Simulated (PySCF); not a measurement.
## Cr⁺ (chromium, charge +1) across methods

[Ar] 3d4 4p1, one real determinant (an excited configuration). Calculation: PySCF 2.14, in x2c-TZVPPall with one added diffuse shell each of s, p, d, f type (7s6p5d3f1g, 80 functions); scalar relativity by spin-free X2C-1e.

```csv
method,E (hartree),mean ε 3p β (eV),mean ε 3d α (eV),mean ε 4p α (eV),Σ⟨r²⟩ (bohr²),⟨S²⟩
UHF,-1049.24326,-65.421,-24.506,-10.169,32.24,8.752
MN15,-1050.786,-59.808,-19.020,-9.154,31.15,8.750
LDA,-1047.958,-55.733,-16.335,-8.497,30.90,8.750
r2SCAN,-1050.266,-56.337,-16.562,-8.498,31.02,8.751
PBE,-1050.059,-55.626,-16.183,-8.453,31.11,8.750
PBE0,-1050.092,-58.414,-18.389,-8.980,31.21,8.751
revPBE,-1050.204,-55.585,-16.122,-8.435,31.16,8.750
B97-3,-1050.166,-58.661,-18.370,-8.899,31.31,8.751
```

⟨L²⟩ = 8.02 against 12 for a pure F term, so this real determinant mixes terms.
